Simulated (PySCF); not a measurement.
PySCF 2.14 output of a UHF calculation on a single atom or ion in cc-pVTZ, with the non-relativistic Hamiltonian (point nucleus):

```
SCF conv_tol = 1e-09
number electrons alpha = 4  beta = 2
cycle= 1 E= -37.6912248771623  delta_E= -0.0033  |g|= 0.0216  |ddm|= 0.0433
cycle= 2 E= -37.6915334571959  delta_E= -0.000309  |g|= 0.00675  |ddm|= 0.0144
cycle= 3 E= -37.6915690826323  delta_E= -3.56e-05  |g|= 0.000289  |ddm|= 0.00705
cycle= 4 E= -37.6915691662166  delta_E= -8.36e-08  |g|= 6.33e-05  |ddm|= 0.000763
cycle= 5 E= -37.6915691724962  delta_E= -6.28e-09  |g|= 1.35e-05  |ddm|= 0.000366
cycle= 6 E= -37.6915691727556  delta_E= -2.59e-10  |g|= 1.13e-06  |ddm|= 8.68e-05
converged SCF energy = -37.6915691727556  <S^2> = 2.0090366  2S+1 = 3.0060184
```

The run itself started from symmetry-adapted Hartree-Fock orbitals and held the occupation by maximum overlap, so the iterations belong to that start.

Q: Which element, charge and spin multiplicity is this?

A: C (carbon, neutral), multiplicity 3; the state was [He] 2s2 2p2, high-spin 3P determinant.
